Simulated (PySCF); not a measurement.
**How methods differ on the ionisation energy of Al+**

Al+ [Ne] 3s2 (1S) → Al(2+) [Ne] 3s1 (2S), as a difference of total energies. All numbers are calculated (PySCF 2.14, the non-relativistic Hamiltonian (point nucleus), in def2-QZVPPD). Correlated levels: valence and next inner shell: 1s2 frozen. The calculations carry no spin-orbit coupling.

```
                                method  ionisation energy (eV)
                                   UHF                  17.521
    MP2 (valence and next inner shell)                  18.525
SCS-MP2 (valence and next inner shell)                  18.640
   CCSD (valence and next inner shell)                  18.722
CCSD(T) (valence and next inner shell)                  18.757
```

How much does correlation contribute at CCSD(T) (valence and next inner shell)?

18.757 − (17.521) = 1.236 eV, measured against UHF.

Errors of the correlated levels include the incompleteness of this basis and the frozen core.

For comparison: 18.829 eV (measured; NIST Atomic Spectra Database, ionization energies).
